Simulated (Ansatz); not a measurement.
Z-matrix (Å, degrees):
```
B
F 1 1.353
O 1 1.545 2 107.6
O 1 1.545 2 107.6 3 -112.8
O 1 1.387 2 119.0 3 123.6
C 3 1.262 1 122.6 2 -137.3
C 4 1.262 1 122.6 2 137.3
H 5 0.958 1 112.7 2 0.0
C 6 1.530 3 113.9 1 -170.9
C 6 1.384 3 124.7 1 11.0
C 7 1.530 4 113.9 1 170.9
F 9 1.331 6 111.1 3 178.8
F 9 1.328 6 109.9 3 -61.2
F 9 1.327 6 110.1 3 58.6
H 10 1.076 6 122.1 3 180.0
F 11 1.331 7 111.1 4 -179.0
F 11 1.327 7 110.1 4 -58.8
F 11 1.328 7 109.9 4 61.0
```

The species carries charge 0 and has multiplicity 1.

Task: List the PBE/def2-TZVPP orbital energies in eV (Ansatz 0.2.0). (Estimate.)

Result: Ansatz gave: Occupied: -661.83, -661.83, -661.73, -661.73, -661.73, -661.73, -659.47, -512.50, -512.50, -510.28, -276.33, -276.33, -272.95, -272.95, -270.47, -179.86, -34.04, -34.04, -31.63, -31.63, -31.58, -31.58, -29.78, -28.78, -28.07, -25.37, -21.36, -19.77, -18.86, -17.17, -16.99, -15.73, -15.67, -15.52, -15.50, -15.35, -14.84, -14.00, -13.77, -13.18, -12.25, -12.11, -12.08, -11.94, -11.90, -11.78, -11.50, -11.15, -11.05, -10.78, -10.70, -10.69, -10.56, -10.36, -10.34, -10.34, -9.66, -9.58, -8.42, -8.38, -7.66, -7.62. Lowest empty: -4.32, -1.10, 0.21, 0.84, 1.27, 1.59, 1.72, 1.94.
